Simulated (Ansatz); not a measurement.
A search over several starts for the lowest SCF solution of the cluster Cu₂Br⁺ at the given spin, in a small basis.

```yaml
crystal:
  periodic: [false, false, false]
  atoms:
    - {symbol: Cu, position_ang: [1.204968, -1.189747, -1.207206]}
    - {symbol: Cu, position_ang: [-0.873854, 1.802776, 0.557828]}
    - {symbol: Br, position_ang: [-0.331114, -0.613029, 0.649378]}
basis:
  gaussian: {orbitals: def2-SVP, initial_orbitals: start.molden}
total_charge: 1
magnetization: {spin_polarized: true, initial_magnetization: 4}
hamiltonian: {xc: pbe0, dispersion: d4}
output: {orbitals: {seedname: orbitals}}
```

The file start.molden holds the orbitals of an earlier run on this structure, at another level or in another basis.

```sh
$ ansatz run in.yaml --threads 4 --pin off --events-out ev --progress --plain --max-ram 3916MiB
```

It prints (some lines left out):

```
Functional definition: PBE0
998 factors; integrals over basis functions are off by at most 1.1e-3 eV
mean field evaluation 1: about -159273.6830 eV, gradient 9.4e0 eV
mean field evaluation 2: about -159273.9372 eV, gradient 2.4e-1 eV
mean field evaluation 4: about -159273.9978 eV, gradient 8.5e-4 eV
mean field evaluation 8: about -159273.9978 eV, gradient 1.8e-5 eV
mean field evaluation 16: about -159267.9501 eV, gradient 1.5e1 eV
mean field evaluation 32: about -159272.3024 eV, gradient 3.3e0 eV
mean field -159273.99775392 eV, -5853.2114576633 hartree, gradient 5.4e-6 eV, S^2 6.004580; 6 other end points of the search recorded, 0 dependent functions left out
reference -159273.99782798 eV, -5853.2114603849 hartree; 48, 44 occupied and 46, 50 virtual orbitals, 998 factors
Total energy: -159274.07041065 eV, -5853.2141277490 hartree
```

Run time 14 s (4 threads of Arm Neoverse V2 on a shared host).

At PBE0-D4/def2-TZVP a singlet of charge 1 lies 5.92 eV below the quintet, each at its own geometry. The structure comes from a short search, and lower isomers may exist.
